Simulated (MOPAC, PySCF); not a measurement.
C4H10F2Si, SMILES `CC[Si](F)(F)CC` (C–C–Si–F torsion 65°, F–Si–C–C torsion -180°), neutral singlet in the gas phase. 

Cartesian coordinates (Å):
```xyz
17

C     -1.7884     0.7916     0.9647
C     -1.5313     0.2144    -0.4361
Si    -0.2333    -1.1310    -0.4608
F     -0.7897    -2.4181     0.3906
F     -0.0501    -1.6535    -2.0050
C      1.4419    -0.6479     0.2145
C      2.0669     0.5585    -0.5035
H     -2.5735     1.5745     0.9495
H     -0.8749     1.2537     1.3936
H     -2.1199     0.0033     1.6709
H     -1.2099     1.0121    -1.1412
H     -2.4637    -0.2098    -0.8677
H      1.3265    -0.4465     1.3021
H      2.1031    -1.5386     0.1427
H      3.0654     0.8101    -0.0922
H      1.4360     1.4667    -0.4078
H      2.1949     0.3606    -1.5872
```
Charge 0, spin multiplicity 1.

All levels are single points at this geometry (PBE-D3(BJ)/def2-SVP); Pople sets use spherical d functions. Orbital energies aren't observables, and empty levels follow the basis.

| level | HOMO (eV) | LUMO (eV) | gap (eV) | dipole (D) | vertical IE, Delta-SCF (eV) |
|---|---|---|---|---|---|
| PBE-D3(BJ)/def2-TZVP in PySCF | -6.96 | -0.11 | 6.85 | 2.53 | 9.74 |
| B3LYP/6-311+G** in PySCF | -8.23 | -0.32 | 7.91 | 2.91 | – |
| B3LYP/LANL2DZ in PySCF | -8.38 | 1.25 | 9.63 | 3.56 | – |
| BP86/6-31G* in PySCF | -6.80 | 0.77 | 7.57 | 2.40 | – |
| PBE/6-31G* in PySCF | -6.69 | 0.82 | 7.51 | 2.41 | 9.55 |
| HF/3-21G in PySCF | -11.56 | 5.70 | 17.26 | 3.18 | – |
| HF/6-31G* in PySCF | -11.53 | 5.11 | 16.64 | 2.71 | 10.27 |
| HF/STO-3G in PySCF | -9.24 | 12.55 | 21.79 | 1.54 | – |
| PM6 in MOPAC | -9.85 | 0.86 | 10.72 | 2.78 | – |
